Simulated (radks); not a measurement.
Valence configurations of Br+ (all share [Ar]). All-electron calculation, Dirac Kohn-Sham, PBEsol, spin-unpolarised, spherical densities, point nucleus; open shells are shared between the two j in proportion to 2j + 1. Program: a radial shooting solver on a logarithmic mesh with Libxc functionals. Energies are relative to 3d10 4s2 4p4; eigenvalues in eV.

[
 {"valence": "3d10 4s2 4p4", "E (eV)": "0.000", "e(3d3/2)": "-78.532", "e(3d5/2)": "-77.445", "e(4p1/2)": "-17.861", "e(4p3/2)": "-17.287", "e(4s1/2)": "-30.395"},
 {"valence": "3d10 4s1.5 4p4.5", "E (eV)": "6.479", "e(3d3/2)": "-79.318", "e(3d5/2)": "-78.231", "e(4p1/2)": "-18.199", "e(4p3/2)": "-17.616", "e(4s1/2)": "-30.809"},
 {"valence": "3d9 4s2 4p5", "E (eV)": "65.866", "e(3d3/2)": "-91.412", "e(3d5/2)": "-90.268", "e(4p1/2)": "-19.753", "e(4p3/2)": "-19.089", "e(4s1/2)": "-33.109"},
 {"valence": "3d8 4s2 4p6", "E (eV)": "143.00", "e(3d3/2)": "-104.76", "e(3d5/2)": "-103.56", "e(4p1/2)": "-21.617", "e(4p3/2)": "-20.863", "e(4s1/2)": "-35.737"},
 {"valence": "3d9.5 4s2 4p4.5", "E (eV)": "31.556", "e(3d3/2)": "-84.912", "e(3d5/2)": "-83.797", "e(4p1/2)": "-18.811", "e(4p3/2)": "-18.192", "e(4s1/2)": "-31.764"},
 {"valence": "3d10 4s1 4p5", "E (eV)": "12.998", "e(3d3/2)": "-80.090", "e(3d5/2)": "-79.002", "e(4p1/2)": "-18.529", "e(4p3/2)": "-17.938", "e(4s1/2)": "-31.212"},
 {"valence": "3d10 4p6", "E (eV)": "26.151", "e(3d3/2)": "-81.598", "e(3d5/2)": "-80.509", "e(4p1/2)": "-19.166", "e(4p3/2)": "-18.558", "e(4s1/2)": "-"},
 {"valence": "3d10 4s0.5 4p5.5", "E (eV)": "19.555", "e(3d3/2)": "-80.850", "e(3d5/2)": "-79.762", "e(4p1/2)": "-18.852", "e(4p3/2)": "-18.251", "e(4s1/2)": "-31.605"}
]

NIST lists [Ar] 3d10 4s2 4p4 as the ground configuration; this level of theory agrees among the configurations tried. The energies are those of spherical spin-averaged densities, not of single terms.
